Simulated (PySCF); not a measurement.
## `COc1nn(C)nc1C`, C$_{5}$H$_{9}$N$_{3}$O

Molfile (atoms numbered from 1):
```
C5H9N3O
     RDKit          3D

 18 18  0  0  0  0  0  0  0  0999 V2000
   -2.0702   -1.8698   -0.5031 C   0  0  0  0  0  0  0  0  0  0  0  0
   -1.8638   -0.4755   -0.4116 O   0  0  0  0  0  0  0  0  0  0  0  0
   -0.5986   -0.1105   -0.1574 C   0  0  0  0  0  0  0  0  0  0  0  0
    0.4236   -0.9425   -0.0021 N   0  0  0  0  0  0  0  0  0  0  0  0
    1.4601   -0.1499    0.2229 N   0  0  0  0  0  0  0  0  0  0  0  0
    2.7713   -0.6587    0.4797 C   0  0  0  0  0  0  0  0  0  0  0  0
    1.1755    1.1303    0.2298 N   0  0  0  0  0  0  0  0  0  0  0  0
   -0.1256    1.2141   -0.0106 C   0  0  0  0  0  0  0  0  0  0  0  0
   -0.8796    2.4874   -0.1063 C   0  0  0  0  0  0  0  0  0  0  0  0
   -1.4702   -2.2975   -1.3108 H   0  0  0  0  0  0  0  0  0  0  0  0
   -3.1304   -2.0068   -0.7067 H   0  0  0  0  0  0  0  0  0  0  0  0
   -1.7968   -2.3637    0.4332 H   0  0  0  0  0  0  0  0  0  0  0  0
    2.8766   -1.6161   -0.0262 H   0  0  0  0  0  0  0  0  0  0  0  0
    2.9289   -0.8003    1.5518 H   0  0  0  0  0  0  0  0  0  0  0  0
    3.5019    0.0541    0.1025 H   0  0  0  0  0  0  0  0  0  0  0  0
   -1.7981    2.4207    0.4738 H   0  0  0  0  0  0  0  0  0  0  0  0
   -0.2647    3.3016    0.2659 H   0  0  0  0  0  0  0  0  0  0  0  0
   -1.1485    2.6895   -1.1429 H   0  0  0  0  0  0  0  0  0  0  0  0
  1  2  1  0
  2  3  1  0
  3  4  2  0
  4  5  1  0
  5  6  1  0
  5  7  1  0
  7  8  2  0
  8  9  1  0
  8  3  1  0
  1 10  1  0
  1 11  1  0
  1 12  1  0
  6 13  1  0
  6 14  1  0
  6 15  1  0
  9 16  1  0
  9 17  1  0
  9 18  1  0
M  END
```

Computed, not measured: GIAO BHandHLYP/pcSseg-1 magnetisability, rotational g tensor and spin-rotation constants, non-relativistic, gas phase (PySCF). Geometry: GFN2-xTB.

(1) What are the magnetisability and the molar susceptibility?

(2) Split it along the inertial axes a, b, c into diamagnetic and paramagnetic parts about the centre of mass, with the quadrupole moment.

(3) And the rotational g tensor?

## Answers

(1) Isotropic -1303 × 10⁻³⁰ J/T², or -78.5 × 10⁻⁶ cm³/mol; principal values -1682, -1156, -1071 × 10⁻³⁰ J/T², anisotropy 573 × 10⁻³⁰ J/T² (root of half the summed squared differences of the principal values). The susceptibility is in cgs units.

(2) 
| axis | χ (10⁻⁶ cm³/mol) | diamagnetic (10⁻⁶ cm³/mol) | paramagnetic (10⁻⁶ cm³/mol) | summed x² of all electrons (Å²) | quadrupole Θ (D Å) |
| --- | --- | --- | --- | --- | --- |
| a | -64.6 | -652.5 | 587.9 | 199.6 | +5.01 |
| b | -69.6 | -914.6 | 845.0 | 137.8 | -0.12 |
| c | -101.3 | -1431.5 | 1330.2 | 16.0 | -4.89 |

Anisotropies 2χaa − χbb − χcc = +41.7 and 2χbb − χaa − χcc = +26.7 × 10⁻⁶ cm³/mol. Θ is traceless in Buckingham's convention.

(3) 
```
axis  rotational constant (GHz)        g  nuclear part  electronic part
   a                     2.3336  -0.0310        0.6135          -0.6445
   b                     1.5105  -0.0144        0.5853          -0.5996
   c                     0.9330  +0.0062        0.5893          -0.5831
```
Asymmetric top; isotopes 12C, 1H, 14N, 16O; no vibrational averaging.
